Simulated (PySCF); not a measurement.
formamide (CH₃NO), singlet, at a GFN2-xTB geometry; M062X/6-311G** (PySCF).

Here is a job for PySCF.
```python
from pyscf import gto, scf, dft

mol = gto.M(
    atom='''
N    -1.056416    0.213853    0.113341
C     0.276176    0.307087   -0.056888
O     1.031667   -0.626746   -0.079306
H    -1.466593   -0.698964    0.232128
H    -1.656729    1.017991    0.126490
H     0.607847    1.355447   -0.176236
''',
    basis='6-311g**',
    charge=0,
    spin=0,
    verbose=4,
)

mf = dft.RKS(mol)
mf.xc = 'm062x'
mf.kernel()
mf.analyze()
```

It wrote (shortened):

```
PySCF version 2.14.0

[INPUT] verbose = 4
[INPUT] num. atoms = 6
[INPUT] num. electrons = 24
[INPUT] charge = 0
[INPUT] spin (= nelec alpha-beta = 2S) = 0
[INPUT] symmetry False subgroup None
[INPUT] Mole.unit = angstrom
[INPUT] Symbol           X                Y                Z      unit          X                Y                Z       unit  Magmom
[INPUT]  1 N     -1.056416000000   0.213853000000   0.113341000000 AA   -1.996336913609   0.404123600917   0.214183448684 Bohr   0.0
[INPUT]  2 C      0.276176000000   0.307087000000  -0.056888000000 AA    0.521897002178   0.580310326414  -0.107502739774 Bohr   0.0
[INPUT]  3 O      1.031667000000  -0.626746000000  -0.079306000000 AA    1.949568081752  -1.184378289667  -0.149866620035 Bohr   0.0
[INPUT]  4 H     -1.466593000000  -0.698964000000   0.232128000000 AA   -2.771459106204  -1.320850530930   0.438658345843 Bohr   0.0
[INPUT]  5 H     -1.656729000000   1.017991000000   0.126490000000 AA   -3.130764072625   1.923724187272   0.239031457496 Bohr   0.0
[INPUT]  6 H      0.607847000000   1.355447000000  -0.176236000000 AA    1.148664355638   2.561423606363  -0.333037773289 Bohr   0.0

nuclear repulsion = 71.7376046861971
number of shells = 36
number of NR pGTOs = 117
number of NR cGTOs = 72
basis = 6-311g**
ecp = {}

******** <class 'pyscf.dft.rks.RKS'> ********
method = RKS
initial guess = minao
damping factor = 0
level_shift factor = 0
DIIS = <class 'pyscf.scf.diis.CDIIS'>
diis_start_cycle = 1
diis_space = 8
diis_damp = 0
SCF conv_tol = 1e-09
SCF conv_tol_grad = None
SCF max_cycles = 50
direct_scf = True
direct_scf_tol = 1e-13
XC library pyscf.dft.libxc version 7.1.2
    S. Lehtola, C. Steigemann, M. J. T. Oliveira, and M. A. L. Marques,  SoftwareX 7, 1–5 (2018)
XC functionals = m062x
    Y. Zhao and D. G. Truhlar,  Theor. Chem. Acc. 120, 215 (2008)
    Y. Zhao and D. G. Truhlar,  Theor. Chem. Acc. 120, 215 (2008)
radial grids:
    Treutler-Ahlrichs [JCP 102, 346 (1995); DOI:10.1063/1.469408] (M4) radial grids

becke partition: Becke, JCP 88, 2547 (1988); DOI:10.1063/1.454033
pruning grids: <function nwchem_prune>
grids dens level: 3
symmetrized grids: False
atomic radii adjust function: <function treutler_atomic_radii_adjust>
small_rho_cutoff = 0
Set gradient conv threshold to 3.16228e-05
Initial guess from minao.
tot grids = 71528
init E= -170.318877798001
  HOMO = -0.333335030532076  LUMO = -0.0154074392965278  gap/eV = 8.65125
cycle= 1 E= -169.743345582882  delta_E= 0.576  |g|= 0.776  |ddm|= 1.81
  HOMO = -0.171401178956415  LUMO = 0.0418208946222514  gap/eV = 5.80207
cycle= 2 E= -169.542894015661  delta_E=  0.2  |g|= 1.33  |ddm|= 1.56
  HOMO = -0.324802928836632  LUMO = 0.0663171491353539  gap/eV = 10.64292
cycle= 3 E= -169.867814845426  delta_E= -0.325  |g|= 0.0809  |ddm|= 1.04
  HOMO = -0.332419827562999  LUMO = 0.0646790096630166  gap/eV = 10.80561
cycle= 4 E= -169.868798190683  delta_E= -0.000983  |g|= 0.0504  |ddm|= 0.0681
  HOMO = -0.333854698669339  LUMO = 0.0683010605793726  gap/eV = 10.94322
cycle= 5 E= -169.869291125853  delta_E= -0.000493  |g|= 0.00729  |ddm|= 0.0304
  HOMO = -0.333756534762826  LUMO = 0.0683832671341253  gap/eV = 10.94278
cycle= 6 E= -169.869308679258  delta_E= -1.76e-05  |g|= 0.00326  |ddm|= 0.00999
  HOMO = -0.334606577414231  LUMO = 0.0684946763797925  gap/eV = 10.96894
cycle= 7 E= -169.869311889279  delta_E= -3.21e-06  |g|= 0.00106  |ddm|= 0.0051
  HOMO = -0.334650096712466  LUMO = 0.0685529937078769  gap/eV = 10.97171
cycle= 8 E= -169.869312274512  delta_E= -3.85e-07  |g|= 0.000162  |ddm|= 0.00196
  HOMO = -0.33468753371702  LUMO = 0.0685590344673486  gap/eV = 10.97290
cycle= 9 E= -169.869312282717  delta_E= -8.21e-09  |g|= 2.77e-05  |ddm|= 0.000298
  HOMO = -0.334690444276045  LUMO = 0.0685598840894367  gap/eV = 10.97300
cycle= 10 E= -169.869312282892  delta_E= -1.75e-10  |g|= 4.53e-06  |ddm|= 3.07e-05
  HOMO = -0.334691541160958  LUMO = 0.0685605894609482  gap/eV = 10.97305
Extra cycle  E= -169.869312282893  delta_E= -9.38e-13  |g|= 4.68e-06  |ddm|= 6.29e-06
converged SCF energy = -169.869312282893
**** SCF Summaries ****
Total Energy =                        -169.869312282893191
Nuclear Repulsion Energy =              71.737604686197074
One-electron Energy =                 -372.932119644070553
Two-electron Energy =                  131.325202674980289
Two-electron Coulomb Energy =          153.342795959490758
DFT Exchange-Correlation Energy =      -22.017593284510475
HOMO-LUMO gap [eV] =                    10.973049389740162
**** MO energy ****
MO #1   energy= -19.5858814398377  occ= 2
MO #2   energy= -14.7699058966314  occ= 2
MO #3   energy= -10.6410417532275  occ= 2
MO #4   energy= -1.1657211140063   occ= 2
MO #5   energy= -1.02176094440705  occ= 2
MO #6   energy= -0.713957284997392 occ= 2
MO #7   energy= -0.639482515303111 occ= 2
MO #8   energy= -0.558470690111729 occ= 2
MO #9   energy= -0.495213993563993 occ= 2
MO #10  energy= -0.488337474099907 occ= 2
MO #11  energy= -0.341807844090018 occ= 2
MO #12  energy= -0.334691541160958 occ= 2
MO #13  energy= 0.0685605894609482 occ= 0
MO #14  energy= 0.0763262215783014 occ= 0
MO #15  energy= 0.0973230804771461 occ= 0
MO #16  energy= 0.146083113219269  occ= 0
MO #17  energy= 0.265437994415464  occ= 0
MO #18  energy= 0.340419293925461  occ= 0
MO #19  energy= 0.390895998495278  occ= 0
MO #20  energy= 0.428387753150819  occ= 0
 ** Mulliken pop on meta-lowdin orthogonal AOs  **
 ** Mulliken pop  **
 ** Mulliken atomic charges  **
charge of    0N =     -0.42661
charge of    1C =      0.33243
charge of    2O =     -0.47025
charge of    3H =      0.24659
charge of    4H =      0.24482
charge of    5H =      0.07302
Dipole moment(X, Y, Z, Debye): -3.30107,  2.10228,  0.24642
```
